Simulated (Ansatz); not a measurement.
Z-matrix (Å, degrees):
```
Zr
N 1 2.029
N 1 2.028 2 102.6
C 1 2.573 2 114.6 3 155.2
C 1 3.166 2 83.8 3 6.8
Cl 1 2.407 2 109.2 3 -109.9
C 1 2.553 2 85.5 3 141.5
C 1 2.952 2 128.4 3 -5.3
C 1 2.545 2 136.1 3 125.8
C 1 2.516 2 115.1 3 95.2
C 1 2.507 2 85.2 3 109.1
H 1 2.669 2 19.5 3 -61.8
H 2 1.008 1 132.1 3 -127.9
H 4 1.079 1 118.5 2 97.9
H 5 1.101 1 118.5 2 116.2
H 5 1.100 1 127.4 2 -97.1
H 5 1.091 1 82.1 2 9.9
H 7 1.080 1 117.7 2 33.8
H 8 1.099 1 128.9 2 -62.8
H 8 1.101 1 121.1 2 98.4
H 8 1.097 1 73.4 2 -160.8
F 9 1.331 1 118.3 2 179.6
H 10 1.079 1 117.9 2 -97.9
H 11 1.080 1 116.9 2 -34.5
```

Total charge 0; spin multiplicity 1. Zr: def2 effective core potential.

List the PBE0/def2-TZVPP orbital energies in eV (Ansatz 0.2.0). (An estimate is asked.)

Ansatz gave: Occupied: -2766.08, -674.83, -390.93, -390.68, -280.98, -278.92, -278.90, -278.87, -278.83, -278.77, -278.65, -257.93, -196.15, -196.11, -196.10, -58.43, -34.91, -34.80, -34.74, -34.68, -25.38, -24.77, -22.86, -21.26, -20.69, -20.40, -19.86, -16.91, -16.64, -16.33, -15.58, -13.99, -13.39, -13.30, -12.99, -12.95, -12.72, -12.58, -11.81, -11.45, -11.38, -10.96, -10.51, -10.49, -10.39, -9.34, -9.09, -8.67, -8.49, -7.62, -7.52, -7.26, -6.28. Lowest empty: -0.66, -0.57, -0.23, 0.13, 0.51, 0.61, 0.82, 0.99.
